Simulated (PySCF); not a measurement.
C6H11Si: g tensor and hyperfine couplings

Compound: C6H11Si (doublet state).
Geometry (GFN2-xTB, Å), atoms numbered from 1 in this order:
```
atom  x, y, z in Å
C1    -0.8836   -1.1507    1.6340
Si2   -0.8380   -0.1467    0.0767
C3    -1.5236    1.6027    0.3975
C4    -1.8056   -1.0280   -1.3106
C5     0.9219    0.0293   -0.5001
C6     2.0665    0.1405   -0.8603
C7     3.4361    0.2811   -1.3046
H8    -0.9092   -2.2261    1.6317
H9    -0.8491   -0.7045    2.6120
H10   -1.4586    2.2195   -0.4937
H11   -2.5650    1.5741    0.7043
H12   -0.9627    2.1005    1.1824
H13   -1.7296   -0.4898   -2.2507
H14   -1.4157   -2.0279   -1.4731
H15   -2.8594   -1.1197   -1.0649
H16    3.7127    1.3350   -1.3309
H17    3.5495   -0.1390   -2.3038
H18    4.1048   -0.2438   -0.6223
```

The hyperfine couplings belong to this conformer and change with its torsions.

Identity: `[CH2][Si](C)(C)C#CC` [radical].

Computed with PySCF 2.14.0, UKS B3LYP, pcH-1 on C H Si, non-relativistic, mean-field spin-orbit, GIAO. Isolated species at its GFN2-xTB geometry (one conformer only). GFN2-xTB frequencies show an imaginary mode (21i cm⁻¹), so this geometry is no minimum at that level. A GFN2-xTB geometry isn't a minimum of the functional, and hyperfine couplings can be far from their values at a DFT geometry. Stability of the SCF solution: not tested.

| Property | Result |
| --- | --- |
| g1, g2, g3 | 2.00220, 2.00266, 2.00285 |
| g_iso | 2.00257 |
| Form of g | rhombic: the two nearest values differ by 29 % of g3 − g1 |
| ⟨S²⟩ | 0.7532 (exact 0.7500) |
| α and β electrons | 31, 30 |
| HOMO–LUMO gap, α and β orbitals | 6.95, 4.68 eV |
| Total energy | -524.72136 Eh |
| Basis functions | 295 |

Isotropic coupling and dipolar principal values T1 to T3, in MHz; ρ(0) is the spin density at the nucleus:

```tsv
atom	isotope	a_iso	of which spin–orbit	T1	T2	T3	Mulliken spin population	ρ(0) (bohr⁻³)
C1	13C	80.5	-0.1	-76.8	-76.3	153.1	1.06	0.0717
Si2	29Si	38.6	-0.1	-1.9	-1.4	3.2	-0.02	-0.0435
C3	13C	4.3	0.0	-1.0	-0.9	1.9	0.00	0.0038
C4	13C	7.6	0.0	-1.2	-1.2	2.4	0.01	0.0068
C5	13C	47.1	0.0	-3.1	-2.1	5.2	0.01	0.0419
C6	13C	6.0	0.0	-2.6	-1.2	3.7	0.02	0.0054
C7	13C	-0.4	0.0	-0.2	-0.1	0.3	0.00	-0.0003
H8	1H	-58.1	0.0	-37.3	-0.7	38.0	-0.04	-0.0130
H9	1H	-58.2	0.0	-37.4	-0.7	38.0	-0.04	-0.0130
H10	1H	1.5	0.0	-1.2	-1.1	2.3	0.00	0.0003
H11	1H	0.5	0.0	-2.4	-1.7	4.1	0.00	0.0001
H12	1H	-0.4	0.0	-2.0	-1.7	3.7	0.00	-0.0001
H13	1H	3.1	0.0	-1.3	-1.1	2.4	0.00	0.0007
H14	1H	-0.7	0.0	-2.1	-1.7	3.8	0.00	-0.0002
H15	1H	0.2	0.0	-2.5	-1.6	4.2	0.00	0.0001
H16	1H	0.4	0.0	-0.5	-0.5	1.0	0.00	0.0001
H17	1H	0.6	0.0	-0.5	-0.5	1.0	0.00	0.0001
H18	1H	3.7	0.0	-0.6	-0.4	1.1	0.00	0.0008
```

The largest Mulliken spin population is on C1 (+1.06). The angles at C1 add up to 360.0°, so it is planar; its axial dipolar tensor and the negative couplings of its protons fit spin in a p orbital normal to that plane.

Axes: g3 points within 4° of the C1–Si2 bond.

Under fast tumbling the dipolar parts average out, and these isotropic splittings remain: 2 × 1H (H8/H9, I = 1/2, 3 lines) with 2.07 mT and 3 × 1H (H16/H17/H18, I = 1/2, 4 lines) with 0.06 mT.

Means are taken over nuclei equivalent by connectivity, which assumes that they swap fast.

The 13C coupling of C1 (80.5 MHz) shows only in satellite lines or after enrichment, since that isotope makes up about 1.07 % of natural carbon.

The 29Si coupling of Si2 (38.6 MHz) shows only in satellite lines or after enrichment, since that isotope makes up about 4.7 % of natural silicon.

β density exceeds α density at some nuclei, such as Si2 (-0.0435) and H8/H9 (-0.0130), spin density in bohr⁻³. In a single determinant that takes different orbitals for the two spins, that is spin polarisation.

Hardware: an Arm Neoverse V2 with one thread, shared host with 96 logical CPUs at a one-minute load of 58. Cost: 97 s (grids of density and orbitals included), 0.97 GiB resident at most.
